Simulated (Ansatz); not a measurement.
The cluster Ba4Te3⁺. Charge 1, multiplicity 2. Geometry PBE0-D4/def2-SVP.

```xyz
7

Ba    0.5752   -3.3975   -0.7251
Ba    0.3005    1.7594    3.0869
Ba   -2.2219    0.3721   -0.3821
Ba    1.8746    0.5278   -1.0863
Te   -0.1369    2.9302    0.1741
Te   -0.5062   -1.0727   -2.7311
Te    0.1146   -1.1193    1.6635
```

In the def2 sets Ba, Te take a core potential; there is no spin–orbit coupling. Another isomer (doublet) lies 0.39 eV lower at PBE0-D4/def2-TZVP; other spin states weren't run for this one.

Task: Estimate the α-spin orbital energies around the gap (eV) in Ansatz with PBE-D4/def2-TZVP, r2SCAN-D4/def2-TZVP, PBE0-D4/def2-TZVP.

Result: 
| orbital | PBE-D4/def2-TZVP | r2SCAN-D4/def2-TZVP | PBE0-D4/def2-TZVP |
| --- | --- | --- | --- |
| HOMO−9 | -8.31 | -8.42 | -9.21 |
| HOMO−8 | -8.14 | -8.23 | -9.04 |
| HOMO−7 | -7.97 | -8.09 | -8.82 |
| HOMO−6 | -7.66 | -7.78 | -8.53 |
| HOMO−5 | -7.64 | -7.76 | -8.47 |
| HOMO−4 | -7.43 | -7.48 | -8.21 |
| HOMO−3 | -7.35 | -7.41 | -8.12 |
| HOMO−2 | -7.29 | -7.36 | -8.07 |
| HOMO−1 | -7.06 | -7.12 | -7.81 |
| HOMO | -5.41 | -5.32 | -5.71 |
| LUMO | -4.97 | -4.72 | -4.47 |
| LUMO+1 | -4.62 | -4.34 | -3.96 |
| LUMO+2 | -4.26 | -3.92 | -3.63 |
| LUMO+3 | -4.14 | -3.81 | -3.58 |
| LUMO+4 | -4.12 | -3.72 | -3.53 |
| LUMO+5 | -4.03 | -3.71 | -3.42 |
| β HOMO | -7.05 | -7.12 | -7.80 |
| β LUMO | -4.98 | -4.60 | -4.45 |
